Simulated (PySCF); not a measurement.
## From r²SCAN to CCSD(T): MH along the alkali metals

r²SCAN and CCSD(T) in PySCF with def2-SVP on every atom (core potentials on Rb, Cs), for the lowest determinant that a PBE0 search found; no spin–orbit coupling.

```tsv
molecule	state (unpaired electrons)	r²SCAN Re (Å)	r²SCAN ωe (cm⁻¹)	r²SCAN De (eV)	CCSD(T) Re (Å)	CCSD(T) ωe (cm⁻¹)	CCSD(T) De (eV)
NaH	singlet (closed shell)	1.906	1140	1.87	1.918	1105	1.69
KH	singlet (closed shell)	2.294	966	1.71	2.308	915	1.47
RbH	singlet (closed shell)	2.437	914	1.64	?	?	?
CsH	singlet (closed shell)	2.595	856	1.68	2.617	846	1.35
```

Task: Estimate the CCSD(T) values of RbH by adding the mean shift from r²SCAN to CCSD(T) of the other rows, and compare with the calculation.

Result: The mean shifts are +1.6 pm, -32 cm⁻¹ and -0.25 eV, which give 2.453 Å, 882 cm⁻¹ and 1.39 eV. CCSD(T)/def2-SVP gives Re = 2.430 Å, ωe = 912 cm⁻¹, De = 1.36 eV.

Task: What are the mean differences of r²SCAN from CCSD(T) over the whole series?

Result: Re -1.0 pm, ωe +24 cm⁻¹, De +0.26 eV.

In a basis of this size CCSD(T) is itself not converged; it tends to give bonds that are too long and too weak.

Correlated steps freeze the inner cores (0 to 5 orbitals); shallow outer-core shells are correlated. Correlated levels converge slowly with the basis: in double zeta they bind strong bonds too weakly, by up to about 1 eV, and carry superposition errors of some tenths. Spin–orbit coupling is left out. Where the molecule has an RHF reference, its open-shell atoms are computed with UHF. The CCSD T1 diagnostic is raised in CsH, KH, RbH, a sign that a single reference may not be enough there.
